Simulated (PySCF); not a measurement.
## Field gradients at the hydrogen positions

Species: C₁₀H₁₀S.
Cartesian coordinates in Å at the GFN2-xTB level; atoms count from 1:
```xyz
21
C10H10S angstrom
C      3.6321    2.0117   -0.2324
C      2.5393    1.0745   -0.1215
C      1.6264    0.2958   -0.0312
C      0.5554   -0.6206    0.0787
C      0.7993   -1.9898    0.1248
C     -0.2476   -2.8863    0.2354
C     -1.5485   -2.4177    0.3019
C     -1.8102   -1.0581    0.2544
C     -0.7680   -0.1517    0.1443
S     -0.9791    1.6014    0.0772
C     -2.7751    1.8271    0.2433
H      4.2507    1.7641   -1.0953
H      4.2493    1.9732    0.6656
H      3.2430    3.0225   -0.3521
H      1.8202   -2.3391    0.0730
H     -0.0495   -3.9472    0.2709
H     -2.3718   -3.1115    0.3905
H     -2.8332   -0.7208    0.3042
H     -3.2919    1.3665   -0.5937
H     -3.1176    1.4217    1.1910
H     -2.9322    2.9012    0.2253
```

Level: PBE0/pcSseg-1 (PySCF, non-relativistic); Q(2H) = 0.00286 b; rigid geometry, the same for H and D, with no vibrational averaging.

Problem. Give the electric field gradient Vzz (the principal value of largest size), its asymmetry and the 2H coupling at each hydrogen.

Solution. 
```json
{"atom": "H12", "bonded to": "C1", "bond length (Å)": "1.090", "Vzz (au)": "0.3078", "η": "0.02", "χzz (kHz)": "207"}
{"atom": "H13", "bonded to": "C1", "bond length (Å)": "1.090", "Vzz (au)": "0.3078", "η": "0.02", "χzz (kHz)": "207"}
{"atom": "H14", "bonded to": "C1", "bond length (Å)": "1.090", "Vzz (au)": "0.3085", "η": "0.02", "χzz (kHz)": "207"}
{"atom": "H15", "bonded to": "C5", "bond length (Å)": "1.080", "Vzz (au)": "0.3243", "η": "0.06", "χzz (kHz)": "218"}
{"atom": "H16", "bonded to": "C6", "bond length (Å)": "1.080", "Vzz (au)": "0.3284", "η": "0.07", "χzz (kHz)": "221"}
{"atom": "H17", "bonded to": "C7", "bond length (Å)": "1.080", "Vzz (au)": "0.3269", "η": "0.06", "χzz (kHz)": "220"}
{"atom": "H18", "bonded to": "C8", "bond length (Å)": "1.078", "Vzz (au)": "0.3296", "η": "0.09", "χzz (kHz)": "221"}
{"atom": "H19", "bonded to": "C11", "bond length (Å)": "1.086", "Vzz (au)": "0.3134", "η": "0.02", "χzz (kHz)": "211"}
{"atom": "H20", "bonded to": "C11", "bond length (Å)": "1.086", "Vzz (au)": "0.3134", "η": "0.02", "χzz (kHz)": "211"}
{"atom": "H21", "bonded to": "C11", "bond length (Å)": "1.086", "Vzz (au)": "0.3160", "η": "0.05", "χzz (kHz)": "212"}
```

The structure is a single GFN2-xTB conformer in the gas phase; no vibrational or solvent corrections. GFN2-xTB bond lengths can be off by several hundredths of an ångström, more for odd bonds, and the gradients follow them. The basis is small and wasn't made for field gradients, so the couplings can be 20 % off.
